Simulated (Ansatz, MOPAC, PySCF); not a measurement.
Species: CaOFH, net charge 0, singlet state. SMILES: [Ca]([OH])[F]
Geometry: optimised at B3LYP-D3(BJ)/def2-TZVP (Ansatz, a first-principles code).

Property: vertical ionisation energy to the doublet, in eV. Conventions: no dispersion term unless named; 6-311+G** with 5d; PM7 with its own dispersion and hydrogen-bond terms; frozen cores in correlated levels (noble-gas shells and the d and f shells of earlier blocks; the outer core of K, Ca and congeners matters and is frozen too); 6-31G* and kin with 6d, 5d where marked; spin-orbit terms left out; non-relativistic; open shells spin-unrestricted; LANL2DZ with its own core potentials from Na on; each state is the SCF solution reached for its charge and spin. First-principles rows: single points at B3LYP-D3(BJ) geometries (Ansatz). Semi-empirical rows: differences of heats of formation at the shared geometry for vertical values.

```
level                              program  vertical ionisation energy to the doublet (eV)
---------------------------------  -------  ----------------------------------------------
AM1                                  MOPAC                                            9.19
PM3                                  MOPAC                                            9.12
PM7                                  MOPAC                                           10.27
MNDO                                 MOPAC                                            9.17
HF/6-31G*                           Ansatz                                            8.27
HF/6-31G* with LANL2DZ past Ar      Ansatz                                            7.88
PBE/6-31G*                          Ansatz                                            9.47
PBE/6-31G* with LANL2DZ past Ar     Ansatz                                            8.47
B3LYP/3-21G                         Ansatz                                            8.08
B3LYP/6-31G*                        Ansatz                                            9.82
B3LYP/6-31G* with LANL2DZ past Ar   Ansatz                                            8.92
MP2/6-31G* with LANL2DZ past Ar     Ansatz                                            9.30
MP2/6-311+G**                       Ansatz                                           10.21
B3LYP/def2-TZVPD                    Ansatz                                           10.16
M06-2X/def2-TZVPD                    PySCF                                           10.35
wB97M-V/def2-TZVPD                  Ansatz                                           10.28
```

No value to compare with is used here. The 13 habitual levels span 7.88 (HF/6-31G* with LANL2DZ past Ar) to 10.27 eV (PM7); M06-2X/def2-TZVPD gives 10.35.

The levels are drawn from those run, B3LYP/6-31G* more often than the rest, none by its result; left out are runs that failed, that the program found above a lower state of the same kind, or whose <S^2> lies over 0.5 above the pure value.
